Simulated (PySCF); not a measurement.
# Reading the logs of faulty runs: Al2BH3N

These are calculations, not measurements. They come from PySCF 2.14.0, an open-source quantum chemistry program, on an isolated molecule that a program drew, which may never have been made. The molecule is Al2BH3N (charge 0, doublet), drawn as the SMILES string `[BH2][Al]=[N][AlH]`.

Each row is a Hartree-Fock (HF) and frozen-core CCSD(T) single point in the cc-pV(D+d)Z basis, meant for a local HF minimum. Run 1 is clean. Each other run has one planted mistake out of seven kinds, and not every kind appears here: one electron removed, one electron added, multiplicity raised by two, geometry at a saddle point, minimal basis STO-3G, one bond length entered in bohr, all coordinates scaled. The reference is restricted for singlets and unrestricted otherwise, and also for a bond in bohr. Adding or removing an electron swaps singlet and doublet. Electrons count all cores. HOMO and LUMO are orbital energies over both spins, the gradient is its largest component, and the lowest frequency (negative if imaginary) is given only where the gradient is small. Bond lengths are over the 6 bonds as drawn. T1 is the CCSD diagnostic: over 0.02 (restricted) or 0.045 (unrestricted) a single reference is doubtful.

Geometry of the clean run:
```xyz
7
Al2BH3N, angstrom
B    -0.2555   -0.9739    1.7089
Al    0.2518   -1.9215   -0.1022
N     0.2512   -1.6742   -1.8283
Al    0.2643   -1.4757   -3.4511
H    -1.2970   -1.2395    2.2551
H     0.6010   -0.4410    2.3691
H     0.2856   -1.3075   -4.9954
```

```
run,electrons,basis functions,<S^2>,HOMO (eV),LUMO (eV),gradient (hartree/bohr),lowest frequency (cm^-1),mean bond (Å),longest bond (Å),T1,HF (hartree),CCSD(T) (hartree),mistake
1,41,89,0.818,-6.12,1.31,8.3e-06,56,1.5749,2.106,0.0352,-564.64992,-565.05883,no fault
2,41,89,1.397,-6.44,1.16,2.1e-02,-,1.7537,2.278,0.0722,-564.53589,-564.94537,one bond length entered in bohr
3,41,31,0.811,-2.08,7.84,3.8e-02,-,1.5749,2.106,0.0362,-557.72218,-557.94429,minimal basis STO-3G
4,41,89,0.826,-6.38,1.13,5.4e-02,-,1.6899,2.260,0.0364,-564.61959,-565.04080,all coordinates scaled
5,40,89,0.000,-14.64,-4.51,6.0e-02,-,1.5749,2.106,0.0206,-564.45562,-564.84462,?
```

**Which mistake was planted in run 5, and what did it cost?**

It counts 40 electrons, one fewer than the clean run, at the same geometry and basis. So the mistake is: one electron removed. Subtracting run 1 and multiplying by 627.51 kcal/mol a hartree, the energy moved by 121.9 kcal/mol in HF and 134.4 kcal/mol in CCSD(T).

Cautions from the logs. Run 2: T1 is over the limit, so its CCSD(T) energy is less reliable; run 5: T1 is over the limit, so its CCSD(T) energy is less reliable.
